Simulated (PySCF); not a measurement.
C3H3BrClF, SMILES C/C(Br)=C(\F)Cl.

Geometry optimised at B3LYP-D3(BJ)/def2-SVP. The structure was generated by enumeration; whether it is a known compound was not checked.

Vertical ionisation energy (IE) and electron affinity (EA) in eV. Rows of orbital energies are one-electron estimates. Where ΔSCF, EOM or ADC give a negative EA the extra electron is unbound and the value depends on the basis.

```csv
level,IE,EA
"−ε(HOMO), −ε(LUMO), PBE0/def2-TZVP (PySCF)",?,?
"−ε(HOMO), −ε(LUMO), PBE/def2-TZVP (PySCF)",5.91,1.43
```

Question: Fill in the missing entries. (An estimate is asked for; the answer gives what the named calculation found.)

Answer: 
- −ε(HOMO), −ε(LUMO), PBE0/def2-TZVP (PySCF), IE: 7.11
- −ε(HOMO), −ε(LUMO), PBE0/def2-TZVP (PySCF), EA: 0.38
